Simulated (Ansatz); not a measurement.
Ansatz (an electronic-structure program) input (B2PLYP/def2-TZVPD):

Ansatz 0.2 input:
```yaml
crystal:
  periodic: [false, false, false]
  atoms:
    - {symbol: C, position_ang: [1.63964402, -0.42942163, -0.54178487]}
    - {symbol: C, position_ang: [0.69511400, 0.11903355, 0.22465152]}
    - {symbol: C, position_ang: [-0.73945280, 0.44381213, -0.17029716]}
    - {symbol: O, position_ang: [-1.61641988, -0.19386213, 0.60216205]}
    - {symbol: H, position_ang: [1.44731388, -0.64478753, -1.58994258]}
    - {symbol: H, position_ang: [2.62078432, -0.70360515, -0.16111496]}
    - {symbol: H, position_ang: [0.89526140, 0.28864604, 1.28285806]}
    - {symbol: H, position_ang: [-0.80460035, 0.22528236, -1.28212005]}
    - {symbol: H, position_ang: [-0.79923139, 1.58481696, -0.14239394]}
basis:
  gaussian:
    orbitals: def2-TZVPD
hamiltonian:
  xc: {name: B2PLYP}
total_charge: -1
magnetization: {spin_polarized: false}
correlation: {electrons: outside_noble_gas}
```

Output:

```
Functional definition: B2PLYP
integrals: 0.31 GiB planned
1331 factors; integrals over basis functions are off by at most 9.4e-4 eV
mean field: 1.03 GiB planned
mean field evaluation 1: about -5226.9897 eV, gradient 3.3e1 eV
mean field evaluation 2: about -5226.9887 eV, gradient 3.3e1 eV
mean field evaluation 4: about -5229.3142 eV, gradient 7.3e0 eV
mean field evaluation 8: about -5229.4159 eV, gradient 1.9e-1 eV
mean field evaluation 16: about -5229.4160 eV, gradient 8.0e-5 eV
mean field -5229.41598400 eV, -192.1774927866 hartree, gradient 5.2e-6 eV, S^2 0.000000; 0 other end points of the search recorded, 0 dependent functions left out
4 core orbitals not correlated
reference -5229.41615304 eV, -192.1774989985 hartree; 12, 12 occupied and 180, 180 virtual orbitals, 1331 factors
second order -24.93631229 eV of doubles, -0.00000000 eV of singles
Total energy: -5236.14895735 eV, -192.4249249935 hartree
```

It need not be the lowest isomer of its formula. Whether it binds its extra electron was not tested at this geometry.
